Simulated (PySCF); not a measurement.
# Tm (thulium, neutral) across methods

[Xe] 4f14 6s1, 2S determinant (an excited configuration). All numbers are calculated (PySCF 2.14, scalar relativity by spin-free X2C-1e, in ANO-RCC-VTZP).

```json
{"method": "PBE0", "E (hartree)": "-13566.33", "mean ε 6s α (eV)": "-3.206", "mean ε 4f α (eV)": "2.576", "mean ε 4f β (eV)": "2.584", "Σ⟨r²⟩ (bohr²)": "66.14", "⟨S²⟩": "0.750"}
{"method": "r2SCAN", "E (hartree)": "-13566.69", "mean ε 6s α (eV)": "-2.864", "mean ε 4f α (eV)": "5.301", "mean ε 4f β (eV)": "5.325", "Σ⟨r²⟩ (bohr²)": "66.08", "⟨S²⟩": "0.750"}
{"method": "PBE", "E (hartree)": "-13566.63", "mean ε 6s α (eV)": "-2.746", "mean ε 4f α (eV)": "4.993", "mean ε 4f β (eV)": "5.014", "Σ⟨r²⟩ (bohr²)": "65.49", "⟨S²⟩": "0.750"}
{"method": "LDA", "E (hartree)": "-13557.42", "mean ε 6s α (eV)": "-2.911", "mean ε 4f α (eV)": "4.728", "mean ε 4f β (eV)": "4.748", "Σ⟨r²⟩ (bohr²)": "64.52", "⟨S²⟩": "0.750"}
```

(1) Estimate the same row for UHF.

Spin-orbit coupling, which splits the p, d and f shells strongly at this Z, is absent.

The highest occupied level is positive at PBE0, r2SCAN, PBE, LDA: only the finite basis holds that electron, which in a density functional comes from self-interaction.

Answers

(1) E (hartree) = -13561.41863; mean ε 6s α (eV) = -4.200; mean ε 4f α (eV) = -4.046; mean ε 4f β (eV) = -4.051; Σ⟨r²⟩ (bohr²) = 69.42; ⟨S²⟩ = 0.750.
